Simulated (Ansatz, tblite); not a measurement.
GaP nanocrystals, H-capped: gap (eV) at several levels, gas phase, relaxed structures; Ansatz, xTB through tblite. Levels of anions in sets without diffuse functions are rough. A dash marks a value that wasn't run or was left out as unsound. The structures are stationary points that may keep the symmetry of their start.

```csv
species,state,geometry,GFN1-xTB,GFN2-xTB,PBE-D4/def2-SVP,PBE-D4/def2-TZVP,PBE0-D4/def2-SVP,PBE0-D4/def2-TZVP
"Ga5P4H16⁻, cut from zinc blende",singlet,PBE-D4/def2-SVP,5.16,3.69,4.58,4.31,6.44,6.13
"Ga6P5H18⁻, cut from wurtzite",singlet,PBE-D4/def2-SVP,4.68,3.55,4.41,4.24,6.23,6.03
"Ga7P6H20⁻, cut from zinc blende",singlet,PBE-D4/def2-SVP,4.64,3.40,4.21,4.06,6.02,5.86
"Ga8P7H24⁻, cut from zinc blende, rod",singlet,r2SCAN-D4/def2-SVP,4.23,2.82,3.60,3.37,5.44,5.17
"Ga7P8H26⁺, cut from zinc blende, rod",singlet,r2SCAN-D4/def2-SVP,4.70,3.64,4.53,4.26,6.38,6.11
"Ga8P8H22, cut from wurtzite",singlet,PBE-D4/def2-SVP,4.46,3.93,4.22,4.03,5.96,5.75
"Ga9P9H24, cut from wurtzite",singlet,r2SCAN-D4/def2-SVP,4.50,3.85,4.10,3.90,5.84,5.62
"Ga10P11H28⁺, cut from wurtzite",singlet,PBE-D4/def2-SVP,3.80,3.33,3.74,3.57,5.45,5.28
"Ga12P11H32⁻, cut from zinc blende",singlet,PBE-D4/def2-SVP,4.11,3.05,3.78,3.58,5.52,5.29
"Ga12P12H32, cut from zinc blende",singlet,PBE-D4/def2-SVP,3.86,3.49,3.80,3.71,5.54,5.43
```

Task: Estimate the rows for Ga4P4H14, cut from wurtzite (singlet, PBE-D4/def2-SVP geometry); Ga6P6H18, cut from wurtzite (singlet, PBE-D4/def2-SVP geometry); Ga7P7H20, cut from zinc blende (singlet, PBE-D4/def2-SVP geometry); Ga10P10H28, cut from zinc blende (singlet, PBE-D4/def2-SVP geometry).

Result: 
```tsv
species	state	geometry	GFN1-xTB	GFN2-xTB	PBE-D4/def2-SVP	PBE-D4/def2-TZVP	PBE0-D4/def2-SVP	PBE0-D4/def2-TZVP
Ga4P4H14, cut from wurtzite	singlet	PBE-D4/def2-SVP	4.79	3.73	4.59	4.38	6.44	6.23
Ga6P6H18, cut from wurtzite	singlet	PBE-D4/def2-SVP	4.52	3.35	4.14	3.90	5.97	5.71
Ga7P7H20, cut from zinc blende	singlet	PBE-D4/def2-SVP	4.16	2.84	3.76	3.60	5.56	5.38
Ga10P10H28, cut from zinc blende	singlet	PBE-D4/def2-SVP	4.04	3.24	4.00	–	5.76	–
```
